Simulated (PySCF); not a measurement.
Molecule: SMILES OB(C(=C)C)O, C₃H₇BO₂.

Bonds (- single, = double, # triple, : aromatic): C1=C2, C2-C3, C2-B4, B4-O5, B4-O6. C1 carries H7, H8; C3 carries H9, H10, H11; O5 carries H12; O6 carries H13. H7 is cis to C3; H8 is trans to C3.

Frames of a GFN2-xTB Langevin trajectory at 300 K; GIAO PBE0/pcSseg-1 shieldings in PySCF 2.14, gas phase, non-relativistic; equivalent atoms averaged within each frame.

Referencing at the same level of theory: 13C (σref 186.93) and 1H (σref 31.72) vs TMS; 11B (σref 100.07) vs BF3·OEt2; 17O (σref 336.08) vs H2O. The references are static minima.

**Question.** How do the shifts (ppm) fluctuate along the trajectory?

**Answer.** 
```csv
time (fs),C2,C1,C3,B4,O5/O6,H7,H8,H12/H13,H9/H10/H11
250,146.6,126.5,23.8,27.2,115.3,6.34,5.17,3.93,2.39
425,153.9,137.4,34.7,27.8,119.1,6.52,5.56,4.11,2.43
625,154.1,132.9,29.0,23.4,106.9,5.46,6.49,3.66,2.38
800,154.3,127.7,29.8,22.6,121.5,5.42,5.41,4.87,2.43
1000,151.4,135.6,29.4,25.9,104.6,6.13,5.76,3.05,2.65
mean of frames,152.1,132.0,29.3,25.4,113.5,5.98,5.68,3.92,2.46
standard deviation,3.3,4.8,3.9,2.3,7.4,0.51,0.50,0.66,0.11
```

5 frames give an uncertainty of the mean of about the standard deviation over 2.2 at best, since frames this close in time may not be independent; classical motion lacks zero-point vibration, and the reference would need the same averaging.
